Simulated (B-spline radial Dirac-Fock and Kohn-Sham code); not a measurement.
# Diagram lines of Cd²⁰⁺

System: cadmium as Cd²⁰⁺, configuration [Ar] 3d10.

Input file task.json (cfg lists n, l and occupation; rrms is the nuclear radius in fm):

```json
{"items": [{
  "Z": 48,
  "q": 20,
  "cfg": [[1, 0, 2], [2, 0, 2], [2, 1, 6], [3, 0, 2], [3, 1, 6], [3, 2, 10]],
  "A": 114,
  "rrms": 4.6087,
  "do": ["binding"]
}]}
```

Launch: `python xray_run.py task.json out`

Level of theory: multi-electron Dirac-Fock with separately optimised hole states, Breit and Lamb-shift corrections added in first order; an atomic code on a B-spline grid. A line energy is the difference of two single-hole energies; the list is a selection of electric-dipole transitions between resolved j subshells. Correlation and solid-state effects are left out.

```csv
line,energy (keV),wavelength (Å)
K-M3,26.142,0.47427
K-M2,26.106,0.47493
K-L3,23.187,0.53472
K-L2,22.996,0.53915
L1-M3,3.4393,3.6049
L1-M2,3.4032,3.6432
L2-M4,3.3499,3.7011
L3-M5,3.1666,3.9154
L3-M4,3.1594,3.9243
L2-M1,2.9923,4.1435
L3-M1,2.8018,4.4252
```

Values without a named source are computed, but for edge energies of neutral atoms, which are taken from tables.
